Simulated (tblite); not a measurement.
C2H10OSi2.
Structure used (GFN2-xTB), in Å, numbered top down from 1:
```
atom  x, y, z in Å
O1     2.1560    0.5953   -0.4954
C2     1.2491   -0.4804   -0.3839
C3     0.0066   -0.0952    0.4081
Si4   -0.5048    1.6629   -0.1438
Si5   -1.3473   -1.4184    0.2504
H6     2.4435    0.8427    0.3902
H7     0.9819   -0.7274   -1.4141
H8     1.7481   -1.3572    0.0556
H9     0.2882   -0.0377    1.4670
H10    0.4150    2.6721    0.3880
H11   -1.8372    1.9372    0.4039
H12   -0.5388    1.7165   -1.6019
H13   -1.8157   -1.5013   -1.1332
H14   -2.4559   -1.0818    1.1433
H15   -0.7932   -2.7193    0.6439
```

All values are computed: GFN2-xTB (tblite) harmonic vibrations without scaling, gas phase. The method is semi-empirical: single wavenumbers can be off by several per cent or more. Modes of hydrogen on silicon can be 10 to 20 % off. One conformer, not necessarily the lowest.

Harmonic wavenumbers (cm⁻¹): 72.8, 111.3, 129.7, 177.4, 181.3, 279.2, 384.0, 435.2, 507.0, 525.5, 529.1, 574.1, 663.7, 764.9, 772.6, 782.6, 791.3, 800.5, 821.9, 868.5, 958.5, 1029.6, 1087.0, 1115.5, 1132.6, 1281.3, 1308.4, 1353.1, 1496.4, 2226.6, 2236.1, 2248.4, 2266.5, 2271.7, 2298.7, 2861.9, 2893.3, 2977.5, 3545.0.

A = 3640, B = 2117, C = 1439 MHz; mass 106.027 u (most abundant isotopes); point group C1, symmetry number 1.

Problem. What is the zero-point energy?

Solution. Half the sum of the wavenumbers: 23380 cm⁻¹ = 66.85 kcal/mol.

Problem. Give the ideal-gas entropy at 200 K and 1 bar in the rigid-rotor, harmonic-oscillator model (classical rotation).

Solution. Translation 37.93, rotation 26.57, vibration 14.28: S = 78.8 cal/(mol K).

Problem. And Cp and H(200 K) − H(0)?

Solution. Cp = 25.39 cal/(mol K), of which vibrations give 17.44 (their classical limit is 39 R = 77.5); H(200 K) − H(0) = 3.25 kcal/mol without the zero-point energy, 1.66 from vibrations.

Problem. Which modes carry the vibrational entropy at 200 K?

Solution. 72.8 cm⁻¹: 3.30; 111.3 cm⁻¹: 2.48; 129.7 cm⁻¹: 2.20; 177.4 cm⁻¹: 1.63; 181.3 cm⁻¹: 1.59; 279.2 cm⁻¹: 0.90 cal/(mol K); the other 33 give 2.17 together.

Problem. What must be added to the electronic energy to get the Gibbs energy at 200 K and 1 bar?

Solution. ZPE + [H(200 K) − H(0)] − T·S = 66.85 + 3.25 − 15.76 = 54.34 kcal/mol.

Problem. How do the functions run with temperature in this model?

Solution. 
```csv
T (K),S (cal/(mol K)),Cp (cal/(mol K)),H − H(0) (kcal/mol),G − H(0) (kcal/mol),ln q(vib)
100,64.7,16.5,1.16,-5.31,1.01
300,90.8,34.6,6.25,-21.00,5.14
500,112.0,48.5,14.66,-41.35,9.49
800,137.9,61.3,31.31,-78.98,15.68
1000,152.2,66.8,44.15,-108.02,19.46
```

q(vib) and H(0) count from the zero-point level.

Problem. Blend soft modes into free rotors: weight 1/[1 + (100 cm⁻¹/ν̃)⁴] for the oscillator and the rest for a rotor with moment μB/(μ + B), μ = h/(8π²ν), B = 10⁻⁴⁴ kg m². What vibrational entropy results?

Solution. 13.88 cal/(mol K) in place of 14.28, which changes −T·S at 200 K by +0.08 kcal/mol.

Hindered rotation and anharmonicity are outside this model. Other conformers, if any are populated, would add a mixing term that is left out. The structure is chiral; the term R ln 2 for an equal mix with its mirror image is left out.
